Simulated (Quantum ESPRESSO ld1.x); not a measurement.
Values are calculated unless marked as measured or tabulated.
Question: Species: Nb27+. Configuration: [Ne] 3s2 3p2. Code: ld1.x of Quantum ESPRESSO 7.5. Model: Dirac Kohn-Sham, revPBE, spin-unpolarised, spherical densities, point nucleus; open shells are shared between the two j in proportion to 2j + 1; speed of light set to 13703.6 atomic units (100 times the physical value, a model run). Some entries of the table are withheld. Estimate them.

| orbital | occ. | eigenvalue (Ry) | <1/r> (bohr^-1) | r(max) (bohr) |
|---|---|---|---|---|
| 1s1/2 | 2 | -1446.94 | 40.50 | 0.025 |
| 2s1/2 | 2 | (1) | 9.242 | 0.136 |
| 2p1/2 | 2 | -265.006 | (2) | (3) |
| 2p3/2 | 4 | -265.005 | (4) | (5) |
| 3s1/2 | 2 | -106.516 | 3.707 | 0.373 |
| 3p1/2 | 0.666667 | -101.584 | 3.654 | 0.353 |
| 3p3/2 | 1.33333 | -101.584 | 3.654 | 0.353 |

Answer: 
(1) 2s1/2 eigenvalue (Ry): -279.050
(2) 2p1/2 <1/r> (bohr^-1): 9.208
(3) 2p1/2 r(max) (bohr): 0.108
(4) 2p3/2 <1/r> (bohr^-1): 9.208
(5) 2p3/2 r(max) (bohr): 0.108
